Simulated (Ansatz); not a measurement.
Consider the ligand exchange at the Si–Cl bond: `Cl[SiH2][SeH]` + NH₃ → `N[SiH2][SeH]` + HCl.

Calculated with Ansatz (gas phase, PBE0-D4/def2-TZVP geometries, no zero-point term in ΔE). CCSD(T)/CBS adds triple-zeta CCSD(T) − MP2 to the extrapolated MP2 energy (def2 sets, frozen cores). This one scheme is used for every species. DFT in def2-TZVPP. For Se outer-core shells are correlated without core-valence functions, which leaves a few kJ/mol of doubt a bond. Scalar relativity is left out up to krypton. One conformer a species, not always the lowest.

`Cl[SiH2][SeH]`:

Cartesian coordinates in Å:
```
Cl 0.607 1.096 -1.987
Si -0.191 -0.018 -0.465
Se 1.061 0.442 1.372
H -1.604 0.383 -0.279
H -0.112 -1.448 -0.841
H 0.240 -0.454 2.201
```

NH₃:

```xyz
4

N    -0.205   -0.048    0.188
H     0.006    0.939    0.103
H     0.657   -0.514    0.444
H    -0.458   -0.377   -0.735
```

`N[SiH2][SeH]`:

```xyz
8

N    -0.730    0.024   -1.144
Si   -0.328   -0.276    0.492
Se    1.334    0.990    1.436
H    -1.024    0.943   -1.433
H    -0.200   -0.429   -1.872
H     0.047   -1.708    0.568
H    -1.484    0.052    1.359
H     2.385    0.404    0.593
```

HCl:

Z-matrix (Å, degrees):
```
Cl
H 1 1.279
```

```tsv
level	ΔE (kJ/mol)
r2SCAN-D4	38.3
PBE	38.7
```

(1) What does CCSD(T)/CBS give? (Estimate.)

Largest T1 diagnostic among the species: 0.009.

## Answers

(1) The calculation gave: +38.1 kJ/mol. The listed levels differ from it by 0.2, 0.6 kJ/mol.

At CCSD(T), def2-SVP lies −6.9 kJ/mol from the extrapolated value and def2-TZVPP −3.8 kJ/mol. Leaving LDA and LC-ωPBE aside and taking each functional with its dispersion term where it has one, the values, not all of them listed here, spread over 7.8 kJ/mol, from CAM-B3LYP-D4 to B97M-V. LDA lies −8.8 kJ/mol from PBE without D4.
